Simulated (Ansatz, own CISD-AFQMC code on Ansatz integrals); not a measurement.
CH6Si2, SMILES `C=[SiH][SiH3]` (charge 0, multiplicity 1).

Cartesian coordinates (Å):
```xyz
9

C      1.2177    -1.4408    -0.4068
Si     0.8563     0.1229     0.1747
Si    -1.3162     0.9401     0.1890
H      2.2232    -1.8465    -0.4238
H      0.4435    -2.0978    -0.7871
H      1.9463     0.9903     0.6869
H     -1.7481     1.2633     1.5748
H     -1.4193     2.1766    -0.6306
H     -2.2034    -0.1081    -0.3772
```
Charge 0, multiplicity 1.

Frozen-core correlation energies in cc-pVDZ at a geometry from PBE0-D3(BJ)/def2-TZVP, on an HF energy of -619.15764 Ha (<S^2> = 0.00, restricted and unstable towards unrestricted orbitals). Wave-function levels are from Ansatz, the walk from an own CISD-AFQMC code on Ansatz integrals (time step 0.005/Ha, trial state from CCSD amplitudes, largest double 0.14).

```csv
level,correlation energy (mHa)
MP2,-342.8
CCSD,-396.7
CCSD(T),-410.6
```

Task: What correlation energy does phaseless AFQMC give, and where does it lie among these levels?

Result: -412.1 ± 0.4 mHa (one standard error). AFQMC minus each level: MP2 -69.3 mHa, CCSD -15.4 mHa, CCSD(T) -1.5 mHa.
